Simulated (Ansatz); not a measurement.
Program: Ansatz. Geometries: PBE0-D4/def2-TZVP. ΔE: electronic, gas phase. CCSD(T)/CBS is the MP2 limit (def2-TZVPP, def2-QZVPP) plus CCSD(T) − MP2 in def2-TZVPP, frozen cores. This one scheme is used for every species. DFT in def2-TZVPP. Each species was taken in one conformer, which may not be the lowest.

Reaction (ligand exchange at a B–O bond): `BOC=N` + `C[SiH](F)P` → `BP[SiH](C)F` + `N=CO`

```json
{"species": "`BOC=N`", "PBE0-D4 energy (Eh)": "-195.19555"}
{"species": "`C[SiH](F)P`", "PBE0-D4 energy (Eh)": "-772.17311"}
{"species": "`BP[SiH](C)F`", "PBE0-D4 energy (Eh)": "-797.58650"}
{"species": "`N=CO`", "PBE0-D4 energy (Eh)": "-169.76116"}
```

Work out ΔE.

ΔE = (-797.58650) + (-169.76116) − (-195.19555) − (-772.17311) = 0.02100 Eh = +55.1 kJ/mol. CCSD(T)/CBS gives +66.1 kJ/mol.

Largest T1 diagnostic among the species: 0.015.

At CCSD(T), def2-SVP lies +14.3 kJ/mol from the extrapolated value and def2-TZVPP +2.7 kJ/mol. From PBE to PBE0 (25 % exact exchange), in def2-TZVPP and without D4, ΔE moves by +4.1 kJ/mol.
